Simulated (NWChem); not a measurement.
Everything below was run with NWChem. System: tert-butanol (C4H10O), charge 0, spin multiplicity 1, at a geometry optimised with B3LYP/def2-SVP. Level: RHF/def2-SVP.

The NWChem input:

```
start mol
memory heap 200 mb stack 900 mb global 1100 mb
geometry units angstroms nocenter noautoz
  C      0.795564     0.318176    -1.264426
  C     -0.018163     0.003708     0.000000
  C      0.795564     0.318176     1.264426
  C     -0.480081    -1.454937     0.000000
  O     -1.221834     0.776256     0.000000
  H      1.711259    -0.291885    -1.323086
  H      0.189719     0.127037    -2.163496
  H      1.100925     1.378804    -1.278210
  H      0.189719     0.127037     2.163496
  H      1.711259    -0.291885     1.323086
  H      1.100925     1.378804     1.278210
  H      0.378136    -2.144296     0.000000
  H     -1.095103    -1.657543    -0.890146
  H     -1.095103    -1.657543     0.890146
  H     -0.974362     1.710685     0.000000
  symmetry group Cs
end
basis spherical
  * library def2-svp
end
scf
  rhf
  nopen 0
  maxiter 100
  thresh 1e-7
  semidirect memsize 60000000 filesize 0
end
task scf energy
```

Part of the output:

```
             Northwest Computational Chemistry Package (NWChem) 7.3.0
             --------------------------------------------------------

                                NWChem Input Module
                                -------------------

 Scaling coordinates for geometry "geometry" by  1.889725989
 (inverse scale =  0.529177249)

 Turning off AUTOSYM since
 SYMMETRY directive was detected!

                             Geometry "geometry" -> ""
                             -------------------------

 Output coordinates in angstroms (scale by  1.889725989 to convert to a.u.)

  No.       Tag          Charge          X              Y              Z
 ---- ---------------- ---------- -------------- -------------- --------------
    1 C                    6.0000     0.79556400     0.31817600    -1.26442600
    2 C                    6.0000    -0.01816300     0.00370800     0.00000000
    3 C                    6.0000     0.79556400     0.31817600     1.26442600
    4 C                    6.0000    -0.48008100    -1.45493700     0.00000000
    5 O                    8.0000    -1.22183400     0.77625600     0.00000000
    6 H                    1.0000     1.71125900    -0.29188500    -1.32308600
    7 H                    1.0000     0.18971900     0.12703700    -2.16349600
    8 H                    1.0000     1.10092500     1.37880400    -1.27821000
    9 H                    1.0000     0.18971900     0.12703700     2.16349600
   10 H                    1.0000     1.71125900    -0.29188500     1.32308600
   11 H                    1.0000     1.10092500     1.37880400     1.27821000
   12 H                    1.0000     0.37813600    -2.14429600     0.00000000
   13 H                    1.0000    -1.09510300    -1.65754300    -0.89014600
   14 H                    1.0000    -1.09510300    -1.65754300     0.89014600
   15 H                    1.0000    -0.97436200     1.71068500     0.00000000

 Effective nuclear repulsion energy (a.u.)     198.8061398076

            Nuclear Dipole moment (a.u.)
            ----------------------------
        X                 Y               Z
[...]
   Bfn.  Coefficient  Atom+Function         Bfn.  Coefficient  Atom+Function
  ----- ------------  ---------------      ----- ------------  ---------------
     3      1.438185   1 C  s                31      1.438185   3 C  s
    45      1.165009   4 C  s                82     -0.721754   8 H  s
    97     -0.721754  11 H  s                72     -0.672501   6 H  s
    92     -0.672501  10 H  s               102     -0.636832  12 H  s
   117     -0.564351  15 H  s                77     -0.513859   7 H  s

 Vector   23  Occ=0.000000D+00  E= 2.167967D-01  Symmetry=a'
              MO Center= -4.2D-02,  4.4D-01, -1.1D-15, r^2= 7.9D+00
   Bfn.  Coefficient  Atom+Function         Bfn.  Coefficient  Atom+Function
  ----- ------------  ---------------      ----- ------------  ---------------
    45      1.591764   4 C  s               117      0.923407  15 H  s
   102     -0.715786  12 H  s               107     -0.688578  13 H  s
   112     -0.688578  14 H  s                82      0.620228   8 H  s
    97      0.620228  11 H  s                 8     -0.557163   1 C  py
    36     -0.557163   3 C  py               17     -0.549181   2 C  s

 Vector   24  Occ=0.000000D+00  E= 2.246318D-01  Symmetry=a'
              MO Center=  5.1D-01, -4.3D-01, -8.5D-15, r^2= 7.5D+00
   Bfn.  Coefficient  Atom+Function         Bfn.  Coefficient  Atom+Function
  ----- ------------  ---------------      ----- ------------  ---------------
    72      0.837462   6 H  s                92      0.837462  10 H  s
   102      0.766800  12 H  s                77     -0.704726   7 H  s
    87     -0.704726   9 H  s               107     -0.690551  13 H  s
   112     -0.690551  14 H  s                49     -0.678289   4 C  px
    82     -0.606683   8 H  s                97     -0.606683  11 H  s

 center of mass
 --------------
 x =  -0.08127916 y =   0.03333094 z =  -0.00000000

 moments of inertia (a.u.)
 ------------------
         395.775706168917          -9.302799146799          -0.000000000000
          -9.302799146799         392.323346620136          -0.000000000000
          -0.000000000000          -0.000000000000         386.539454698544

  Mulliken analysis of the total density
  --------------------------------------

    Atom       Charge   Shell Charges
 -----------   ------   -------------------------------------------------------
    1 C    6     5.98   1.99  0.86  0.19  2.04  0.87  0.04
    2 C    6     6.08   1.99  0.89  0.34  1.97  0.81  0.09
    3 C    6     5.98   1.99  0.86  0.19  2.04  0.87  0.04
    4 C    6     5.97   1.99  0.86  0.19  2.04  0.86  0.04
    5 O    8     8.45   1.99  1.05  0.72  2.84  1.84  0.01
    6 H    1     0.97   0.75  0.19  0.02
    7 H    1     0.96   0.75  0.18  0.02
    8 H    1     0.98   0.76  0.20  0.02
    9 H    1     0.96   0.75  0.18  0.02
   10 H    1     0.97   0.75  0.19  0.02
   11 H    1     0.98   0.76  0.20  0.02
   12 H    1     0.98   0.76  0.19  0.02
   13 H    1     0.96   0.75  0.18  0.02
   14 H    1     0.96   0.75  0.18  0.02
   15 H    1     0.81   0.69  0.06  0.07

       Multipole analysis of the density wrt the origin
       ------------------------------------------------

     L   x y z        total         open         nuclear
     -   - - -        -----         ----         -------
     0   0 0 0     -0.000000      0.000000     42.000000

     1   1 0 0      0.641309      0.000000      0.000011
     1   0 1 0      0.209827      0.000000      0.000002
     1   0 0 1     -0.000000      0.000000     -0.000000

     2   2 0 0    -27.308709      0.000000    117.011921
     2   1 1 0      0.022465      0.000000     10.278471
     2   1 0 1     -0.000000      0.000000      0.000000
     2   0 2 0    -22.422775      0.000000    127.704005
     2   0 1 1     -0.000000      0.000000      0.000000
     2   0 0 2    -25.054577      0.000000    131.772922

 Task  times  cpu:        6.0s     wall:        6.0s

 Total times  cpu:        6.0s     wall:        6.0s
```
